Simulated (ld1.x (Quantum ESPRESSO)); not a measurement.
Which change was made? (Ru, TM)

- Element: ruthenium
- Generator: ld1.x (Quantum ESPRESSO) 7.5
- Type: norm-conserving Troullier–Martins (Kleinman–Bylander form)
- Functional: PBEsol
- Relativity: scalar-relativistic
- Frozen core: [Ar] 3d10
- Valence charge: 16
- Reference configuration: 4s2 4p6 4d7 5s1 5p0
- Partial waves: 4s (bound): rc 1.50 bohr; 4d (bound): rc 2.05 bohr; 4p (bound): rc 1.25 bohr
- Local potential: the p channel
- Core correction: none

Occupied shells without a wave of their own: 5s. They enter only through the test configuration that unscreens the potential.

Cutoffs, loose and tight: the cutoffs (Ry, on a coarse ladder) from which the occupation-weighted sum of valence levels, in a spherical-Bessel basis at the reference potential, stays within 10 and 1 mRy of its value at 400 Ry. They do not see the model core or the augmentation charge, which bear on the density cutoff. Test errors are all-electron minus pseudo excitation energies from the reference, over the configurations 4s2 4p6 4d7 5s0 5p0; 4s2 4p6 4d6 5s0 5p0; 4s2 4p6 4d5 5s0 5p0; 4s2 4p6 4d8 5s0 5p0; 4s2 4p6 4d7 5s0.5 5p0; 4s2 4p6 4d6 5s1 5p0; 4s2 4p6 4d4 5s0 5p0; variants that change the core or the reference have their own tests.

The base gives: outcome: generated, misses its reference levels by 0.31 eV; cutoff, loose: 100 Ry; cutoff, tight: 140 Ry; bound ghosts: none; largest test error (meV): -1115.

On the changes marked as counting shells twice: ld1.x takes every shell without a wave as core, so the model core holds the marked electrons as well and exchange and correlation see them twice. This cancels in the reference configuration, but the file is broken for other ones, and its errors say nothing about a proper core correction.

Problem. After one change the result is: outcome: generated; cutoff, loose: 50 Ry; cutoff, tight: 55 Ry; bound ghosts: s, p; largest test error (meV): -2670. Which change was it?
A. core correction a·sin(br)/r model core inside 0.94 bohr (5s counted twice)
B. core [Kr], valence charge 8; reference 4d6 5s0 5p0; waves now 5s (bound): rc 2.20 bohr; 5p (bound): rc 2.30 bohr; 4d (bound): rc 1.90 bohr; local potential all-electron potential smoothed inside 1.75 bohr (lloc = -1); core correction a·sin(br)/r model core inside 1.15 bohr
C. local potential the s channel
D. wave 4s (bound): rc 1.50 bohr becomes 4s (bound): rc 2.14 bohr

Solution. B. The others give: wave 4s (bound): rc 1.50 bohr becomes 4s (bound): rc 2.14 bohr → outcome: generated, misses its reference levels by 1.18 eV; cutoff, loose: 100 Ry; cutoff, tight: 140 Ry; bound ghosts: none; largest test error (meV): -4151 | core correction a·sin(br)/r model core inside 0.94 bohr (5s counted twice) → outcome: generated, misses its reference levels by 0.31 eV; cutoff, loose: 100 Ry; cutoff, tight: 140 Ry; bound ghosts: none; largest test error (meV): -1761 | local potential the s channel → outcome: generated, misses its reference levels by 0.78 eV; cutoff, loose: 100 Ry; cutoff, tight: 140 Ry; bound ghosts: none; largest test error (meV): -2611.
